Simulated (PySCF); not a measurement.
## Distorted geometries of [Eu(N2)]3+

[Eu(N2)]3+ (singlet in the valence; each metal's 4f electrons, 6 of them, lie in its core potential, out of spins and levels). PySCF 2.14.0, RKS PBE0, Eu lcecp-1-SVP with ECP52, N def2-SVP; non-relativistic Hamiltonian with scalar-relativistic core potentials where named; density fitting; no spin-orbit coupling. Relaxed geometry:

```xyz
3

Eu    0.0000    0.0000   -0.4369
N     0.0000    0.0000    1.9866
N     0.0000    0.0000    3.0934
```

Order these distorted geometries by energy above the relaxed one, lowest first.
A.
```xyz
3

Eu    0.0362    0.0465   -0.3991
N    -0.0407    0.0345    2.0147
N     0.0045   -0.0810    3.0274
```
B.
```xyz
3

Eu   -0.0708   -0.0545   -0.4993
N     0.0794   -0.0224    1.9231
N    -0.0085    0.0769    3.2193
```
C.
```xyz
3

Eu   -0.0660   -0.0733   -0.3581
N     0.0044    0.0779    1.9831
N     0.0617   -0.0046    3.0181
```

C (0.45 eV), A (0.72 eV), B (1.91 eV).

Which forces (eV/Å) act in the one that lies 0.45 eV up?


```
Eu   -0.04   0.04  -0.82
N    -0.65   0.81 -12.33
N     0.69  -0.84  13.15
```
Forces carry noise of the integration grid, about 0.01 to 0.03 eV/Å.

An lcecp potential fixes the number of 4f electrons, so in runs with it no electron can move into or out of that shell.
